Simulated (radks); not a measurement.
Values are calculated unless marked as measured or tabulated.
Spin polarisation of the 5d9 shell in Au2+. Start: [Xe] 4f14 5d(up 4.5, down 4.5); electrons of 5d are moved from spin down to spin up, other shells keep equal spins. Level of theory: scalar-relativistic Kohn-Sham, r2SCAN, spin-polarised, spherical densities, finite nucleus; meta-GGA in the generalised Kohn-Sham scheme; Fermi nuclear charge, rms radius of each element as measured or else 0.836 A^(1/3) + 0.57 fm (a radial shooting solver on a logarithmic mesh with Libxc functionals).

moment (Bohr magnetons)  E - E(0) (eV)  e(5d up) (eV)  e(5d down) (eV)  5p down minus up (eV)  4f down minus up (eV)
0                                0.000        -27.527          -27.527                 0.000                 0.000
0.25                            -0.013        -27.634          -27.419                  0.195                  0.034
0.5                             -0.054        -27.738          -27.308                  0.390                  0.069
0.75                            -0.121        -27.841          -27.196                  0.586                  0.103
1                               -0.215        -27.941          -27.081                  0.781                  0.137

At moment 1 the spin-polarisation energy is -0.215 eV and the 5d exchange splitting 0.860 eV, that is 0.860 eV per Bohr magneton; E = -I m^2/4 would give I = 0.860 eV.
